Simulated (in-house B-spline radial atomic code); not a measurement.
Values are calculated unless marked as measured or tabulated.
Building a PAW s channel for Nb, r_c = 2.84 bohr

Nb, [Kr] 4d4 5s1, non-relativistic LDA (VWN5), spherical and spin-unpolarised, from an all-electron radial atomic-structure program (B-spline basis) (atomic units; all potentials screened as in the neutral atom).

Two all-electron partial waves φ1, φ2 are integrated outwards at E1 = ε(5s) = -0.144272 and E2 = E1 + 2 hartree; φ1 is the bound orbital and φ2 has unit norm inside r_c = 2.8412 bohr. Smooth partners are polynomials, r^1(a0 + a1 r² + a2 r⁴ + a3 r⁶), matched to φ and three derivatives at r_c, with no condition on the norm. The local potential is -3.22071 + (0.935172) r² + (-0.113238) r⁴ + (0.00502307) r⁶ inside 2.4012 bohr and the all-electron one outside.

```csv
wave,φ(r_c),φ'(r_c),a0,a1,a2,a3
1,0.5590551,0.08255568,0.05238838,0.05921969,-0.007148844,0.0002512781
2,0.7244319,1.787489,-2.623912,0.6633776,-0.04357746,0.0006910445
```

Inside r_c the overlaps are <φi φj> = [[0.25632, -0.23488], [-0.23488, 1.00000]] and, for the smooth waves, [[0.26527, -0.55575], [-0.55575, 5.63794]]. With χj = (Ej − T − V_local) applied to smooth wave j, the program's quadrature gives the matrix B_ij = <smooth i, χj> as [[0.13364, -1.67459], [-1.03283, 17.11450]].

Question: Check the match of the first wave, and find the augmentation charges q_ij.

Answer: At r_c the four terms are 0.14885, 1.35822, -1.32356, 0.37555, which sum to 0.5591, φ1(r_c) to rounding. q_ij is the all-electron overlap less the smooth one: [[-0.00895, 0.32088], [0.32088, -4.63794]]. The smooth first wave has a norm of 0.2653 inside r_c against 0.2563, so q11 is negative and must stay small enough for the overlap operator to be positive.

Question: B isn't symmetric. Show that D_ij = B_ij + Ej q_ij is.

Answer: Integrating by parts gives B12 − B21 = (E1 − E2) q12: -1.67459 − (-1.03283) = -0.64176, and −2 × (0.32088) = -0.64175. So D12 = -1.67459 + (1.855728)(0.32088) = -1.07913 and D21 = -1.03283 + (-0.144272)(0.32088) = -1.07912; D11 = 0.13493, D22 = 8.50774. The projectors, p = (B⁻¹)ᵀ χ, are dual to the smooth waves; det B = 0.56.

Solving (T + V_local + Σ p D p) ψ = E (1 + Σ p q p) ψ in a sphere of 9 bohr, whose wall lifts the free-atom level a little, gives these levels:

```tsv
all-electron	one projector	two projectors
-0.142136	-0.268322	-56.885200
0.127319	-0.142136	-0.142136
0.513381	0.128666	0.127132
1.060270	0.516221	0.512396
1.757390	1.053710	1.058850
```

Question: What does the second projector gain?

Answer: With one projector a ghost lies below the reference level, so the set fails. With two a ghost lies below the reference level, so the set fails. The lowest eigenvalue of the overlap operator is 0.902 with one and 0.002043 with two projectors. The smooth orbital alone needs a cutoff of 2.16 hartree for 1 millihartree of kinetic energy, against 3.7 for a norm-conserving Troullier-Martins orbital of the same radius, which is no gain while the set fails.
